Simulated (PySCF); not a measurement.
# Polarisability and C₆ of Ar²⁺ (argon, charge +2)

[Ne] 3s2 3p4, high-spin 3P determinant. All numbers are calculated (PySCF 2.14, the spin-free X2C one-electron Hamiltonian (Gaussian nucleus), in x2c-QZVPPall with one added diffuse shell each of s, p, d, f type (10s7p5d3f1g, 86 functions)). Coupled (time-dependent) response in atomic units; α is the mean over directions.

```
method  mean α (bohr³)         α xx, yy, zz  C₆ (like pair)  S(−4)
   UHF           4.779  4.838, 4.661, 4.838           16.75  5.555
   PBE           4.816  4.842, 4.766, 4.842           16.92  5.629
  PBE0           4.783  4.818, 4.713, 4.818           16.76  5.534
revPBE           4.817  4.846, 4.759, 4.846           16.92  5.646
```

S(−4) is the Cauchy moment in α(ω) = α(0) + S(−4) ω² + …

α(iu) at PBE:

```
u (hartree)  α(iu) (bohr³)
          0          4.816
     0.0500          4.802
      0.100          4.761
      0.200          4.603
      0.300          4.364
      0.500          3.756
      0.750          2.971
       1.00          2.315
       1.50          1.445
       2.00         0.9662
       3.00         0.5179
       5.00         0.2293
```

A single London oscillator, α(iu) = α/(1 + u²/ω²), gives C₆ = (3/4) ω α². Matching the computed C₆ needs ω = 4 × 16.92 / (3 × 4.816²) = 0.973 hartree.

For an ion, C₆ is the dispersion term alone; charge-induced terms of lower order in 1/R come first.

The components differ because the open shell of this determinant is not spherical; for a pure term their mean is the scalar polarisability.
